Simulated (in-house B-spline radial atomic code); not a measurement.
Orbital energies and mean radii along the 5-electron series, configuration [He] 2s2 2p1. The effective charge is n√(-2ε), a non-relativistic measure. Computed with an all-electron radial atomic-structure program (B-spline basis): Dirac-Hartree-Fock, average of the configuration, finite nuclei.

| ion | Z | energy of 2p3/2 (Eh) | mean radius of 2p3/2 (bohr) | energy of 2s1/2 (Eh) | mean radius of 2s1/2 (bohr) | energy of 2p1/2 (Eh) | mean radius of 2p1/2 (bohr) | effective charge of 2p3/2 |
| --- | --- | --- | --- | --- | --- | --- | --- | --- |
| Co22+ | 27 | -71.538 | 0.20225 | -73.981 | 0.23521 | -72.209 | 0.19979 | 23.923 |
| Ni23+ | 28 | -77.668 | 0.19431 | -80.306 | 0.22598 | -78.454 | 0.19175 | 24.927 |
| Cu24+ | 29 | -84.05 | 0.18695 | -86.899 | 0.21741 | -84.966 | 0.18431 | 25.931 |
| Zn25+ | 30 | -90.685 | 0.18013 | -93.762 | 0.20945 | -91.747 | 0.1774 | 26.935 |
| Ga26+ | 31 | -97.574 | 0.17379 | -100.9 | 0.20203 | -98.797 | 0.17096 | 27.939 |
| Ge27+ | 32 | -104.72 | 0.16787 | -108.3 | 0.19509 | -106.12 | 0.16495 | 28.944 |
| As28+ | 33 | -112.11 | 0.16234 | -115.98 | 0.18859 | -113.72 | 0.15932 | 29.948 |
| Se29+ | 34 | -119.76 | 0.15716 | -123.94 | 0.18248 | -121.59 | 0.15405 | 30.953 |
| Br30+ | 35 | -127.67 | 0.15229 | -132.17 | 0.17674 | -129.73 | 0.14909 | 31.958 |
| Kr31+ | 36 | -135.82 | 0.14771 | -140.69 | 0.17132 | -138.16 | 0.14441 | 32.963 |
| Rb32+ | 37 | -144.24 | 0.1434 | -149.49 | 0.16621 | -146.87 | 0.14 | 33.969 |
| Sr33+ | 38 | -152.91 | 0.13932 | -158.57 | 0.16137 | -155.86 | 0.13583 | 34.975 |
| Zr35+ | 40 | -171.01 | 0.13182 | -177.59 | 0.15244 | -174.69 | 0.12814 | 36.988 |
| Nb36+ | 41 | -180.45 | 0.12836 | -187.54 | 0.1483 | -184.54 | 0.12458 | 37.994 |
| Mo37+ | 42 | -190.14 | 0.12507 | -197.78 | 0.14437 | -194.68 | 0.1212 | 39.002 |
| Tc38+ | 43 | -200.09 | 0.12194 | -208.31 | 0.14062 | -205.12 | 0.11797 | 40.009 |

(1) How does the screening of 2p3/2 change?

## Answers

(1) Z less the effective charge goes from 3.08 at Z = 27 to 2.99 at Z = 43.
